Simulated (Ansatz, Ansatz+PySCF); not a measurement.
```yaml
atoms:
  - { symbol: C, position_ang: [0.0000, 0.0000, 0.0000] }
  - { symbol: H, position_ang: [1.9020, 1.9020, 1.9020] }
  - { symbol: H, position_ang: [0.6340, -0.6340, -0.6340] }
  - { symbol: H, position_ang: [-0.6340, 0.6340, -0.6340] }
  - { symbol: H, position_ang: [-0.6340, -0.6340, 0.6340] }
```

Basis set: 6-31G (spherical functions). Correlated methods keep 1 orbital frozen. Charge 0, multiplicity 1.

Computed with Ansatz (development build ahead of 0.2.0); each method stands on the lowest determinant of its kind that the runs found. Restricted open shells among the atoms or ions are ROHF, correlated in semicanonical orbitals with singles.

Q: Give the atomization energy at this shape (free ground-state atoms in the same class of orbitals less the molecule, no zero-point energy) of singlet CH4 in separate pieces by UHF-CCSD(T), UHF-MP2, RHF-MP2, UHF, RHF.

A:

```csv
method,atomization energy
UHF-CCSD(T),1104.7 kJ/mol
UHF-MP2,1089.8 kJ/mol
RHF-MP2,929.1 kJ/mol
UHF,950.4 kJ/mol
RHF,534.9 kJ/mol
```

Caution for UHF-CCSD(T), UHF-MP2: bonds are stretched, where a single reference can fail. Caution for UHF-CCSD(T), UHF-MP2, UHF: the unrestricted determinant is a mixture of spin states. Caution for RHF-MP2, RHF: an unrestricted determinant lies well below. Caution for RHF-MP2: large amplitudes, a single reference is doubtful.

This basis has no polarisation functions and is too small for such energies, which can lie far from measured ones in either direction.
